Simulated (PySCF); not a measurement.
Species: C4H5F3N2Si.
Geometry (PBE0-D3(BJ)/def2-SVP, Å), atoms numbered from 1 in this order:
```xyz
15
C4H5F3N2Si angstrom
F     -0.4698   -2.5692   -0.1570
C     -1.1184   -1.7237    0.6676
F     -0.7975   -2.1030    1.9119
F     -2.4238   -1.9106    0.5115
C     -0.7469   -0.3148    0.3884
C     -1.5312    0.8077    0.2847
N     -0.7501    1.9035    0.0673
C      0.4772    1.4546    0.0399
N      0.5627    0.0993    0.2323
Si     2.0704   -0.8700    0.1577
H     -2.6159    0.8677    0.3607
H      1.3684    2.0643   -0.1159
H      2.1576   -1.5877   -1.1402
H      3.1511    0.1448    0.2736
H      2.0762   -1.8158    1.3013
```

Computed with PBE0-D3(BJ)/def2-SVP geometry optimisation, gas phase in PySCF 2.14.0.

Masses are those of the commonest isotopes; rigid-rotor values at the optimised geometry. 

Task: Give the principal moments of inertia and the rotational constants in cm⁻¹.

Result: Ia = 328.80, Ib = 452.70, Ic = 688.00 u·Å²; 505379 MHz·u·Å²/I gives 1537, 1116 and 734.6 MHz, that is A = 0.05127, B = 0.03724, C = 0.02450 cm⁻¹.

Task: What kind of rotor is it?

Result: An asymmetric top; Ray's κ = -0.048.

Task: Is it planar, by Δ = Ic − Ia − Ib?

Result: Not planar: Δ = Ic − Ia − Ib = -93.50 u·Å². For a rigid frame Δ = −2 Σ m c², so Σ m c² = 46.75 u·Å² lies off the ab plane: 3.04 from hydrogen and 43.72 from heavier atoms. The atom farthest from that plane is 1.39 Å away.

Task: Give the other two planar moments, Paa and Pbb, and the rms extents of the mass along the axes.

Result: Paa = Σ m a² = (Ib + Ic − Ia)/2 = 405.95 and Pbb = Σ m b² = (Ia + Ic − Ib)/2 = 282.05 u·Å². With the mass M = 166.02 u, the rms extents √(P/M) along a, b and c are 1.56, 1.30, 0.53 Å.

Task: List the rotational levels J(Ka,Kc) to J = 5 (cm⁻¹).

Result: Above 0(0,0):
J = 1: 1(0,1) 0.0617, 1(1,1) 0.0758, 1(1,0) 0.0885
J = 2: 2(0,2) 0.1796, 2(1,2) 0.1865, 2(1,1) 0.2247, 2(2,1) 0.2668, 2(2,0) 0.2724
J = 3: 3(0,3) 0.3472, 3(1,3) 0.3497, 3(1,2) 0.4244, 3(2,2) 0.4520, 3(2,1) 0.4753, 3(3,1) 0.5570, 3(3,0) 0.5587
J = 4: 4(0,4) 0.5627, 4(1,4) 0.5634, 4(1,3) 0.6803, 4(2,3) 0.6944, 4(2,2) 0.7487, 4(3,2) 0.8117, 4(3,1) 0.8222, 4(4,1) 0.9483, 4(4,0) 0.9488
J = 5: 5(0,5) 0.8265, 5(1,5) 0.8267, 5(1,4) 0.9854, 5(2,4) 0.9910, 5(2,3) 1.0870, 5(3,3) 1.1283, 5(3,2) 1.1605, 5(4,2) 1.2692, 5(4,1) 1.2728, 5(5,1) 1.4418, 5(5,0) 1.4419
Those of J = 1 are B + C, A + C and A + B.

Task: Which lines would a microwave search look for?

Result: The dipole components are |μa| = 1.28 D, |μb| = 2.50 D, |μc| = 0.02 D. Intensities carry the squares of the components, which stand as 0.26 : 1.00 : 0.00 (a : b : c). Some lines, for components of 0.1 D or more:

```csv
type,branch,"J(Ka,Kc)",MHz,lower level (cm⁻¹)
a,Q,"4(3,1) ← 4(3,2)",312,0.812
b,Q,"2(2,0) ← 2(1,1)",1429,0.225
b,Q,"4(2,2) ← 4(1,3)",2052,0.680
b,Q,"4(3,1) ← 4(2,2)",2201,0.749
b,R,"2(0,2) ← 1(1,1)",3114,0.076
b,R,"3(1,2) ← 2(2,1)",4723,0.267
a,R,"3(2,2) ← 2(2,1)",5553,0.267
b,R,"4(2,2) ← 3(3,1)",5748,0.557
a,R,"4(0,4) ← 3(0,3)",6459,0.347
b,R,"3(2,2) ← 2(1,1)",6815,0.225
a,R,"4(1,3) ← 3(1,2)",7673,0.424
b,R,"3(3,1) ← 2(2,0)",8532,0.272
```

Whether it is a minimum is left open (no frequencies). Constants of a rigid frame at the computed geometry: no zero-point averaging, no centrifugal distortion. A rigid rotor knows nothing of internal rotation, which can split or shift real lines. Quadrupole hyperfine structure (14N) is left out.

On Arm Neoverse V2, one thread, shared host with 192 logical CPUs at a one-minute load of 44, this took 2.3 min of wall time and 0.70 GiB of memory at its peak. That covers the optimisation of the geometry.
